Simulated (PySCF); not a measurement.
ClH3MoN2S, SMILES [NH]=[Mo]([NH2])(=[S])[Cl], multiplicity 1. Geometry: PBE-D3(BJ)/def2-SVP. The spin state was assumed, not searched. The structure was generated by enumeration; whether it is a known compound was not checked. The def2 effective core potentials stand for the cores of Mo; spin–orbit coupling is left out. The values are those of a single conformer.

Computed equilibrium geometry at PBE-D3(BJ)/def2-SVP (PySCF confirms it by a frequency run) as bond lengths and angles (one conformer of several):
Atoms: Mo1 N2 H3 S4 Cl5 N6 H7 H8. Bonded distances (Å): Mo1–N2 1.735, Mo1–S4 2.137, Mo1–Cl5 2.300, Mo1–N6 1.924, N2–H3 1.029, N6–H7 1.025, N6–H8 1.026. Angles (°): N2–Mo1–S4 111.1, N2–Mo1–Cl5 109.0, N2–Mo1–N6 105.3, S4–Mo1–Cl5 110.4, S4–Mo1–N6 109.4, Cl5–Mo1–N6 111.5, Mo1–N2–H3 150.8, Mo1–N6–H7 124.6, Mo1–N6–H8 122.9, H7–N6–H8 111.6.
Charge 0, spin multiplicity 1.
